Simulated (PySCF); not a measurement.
SMILES [Br][Al]([NH2])[NH2], PBE0/def2-SVP optimised geometry.

```
8

Al    -0.18     0.21     0.00
Br    -1.25     2.21     0.00
N     -1.17    -1.26     0.00
H     -0.82    -2.21     0.00
H     -2.18    -1.25     0.00
N      1.58     0.21     0.00
H      2.18    -0.61     0.00
H      2.14     1.05     0.00
```

Density from PySCF with PBE0/def2-TZVP at that geometry.

Minimum of the electron density along straight lines between bonded atoms, close to the bond critical point (lines longer than 1.1 times the sum of covalent radii, or with two minima, are not listed):

```csv
bond,length / Å,ρ at the minimum / e bohr⁻³,∇²ρ there / e bohr⁻⁵,position (fraction from the first atom)
Al1–Br2,2.264,?,?,0.37
Al1–N3,1.765,0.105,0.60,0.42
N3–H4,1.013,0.332,-1.60,0.74
N3–H5,1.013,0.332,-1.61,0.74
Al1–N6,1.765,0.105,0.60,0.42
N6–H7,1.013,0.332,-1.60,0.74
N6–H8,1.013,0.331,-1.61,0.74
```

Task: What belongs in the gaps?

Result: 
- Al1–Br2, ρ at the minimum / e bohr⁻³: 0.065
- Al1–Br2, ∇²ρ there / e bohr⁻⁵: 0.20
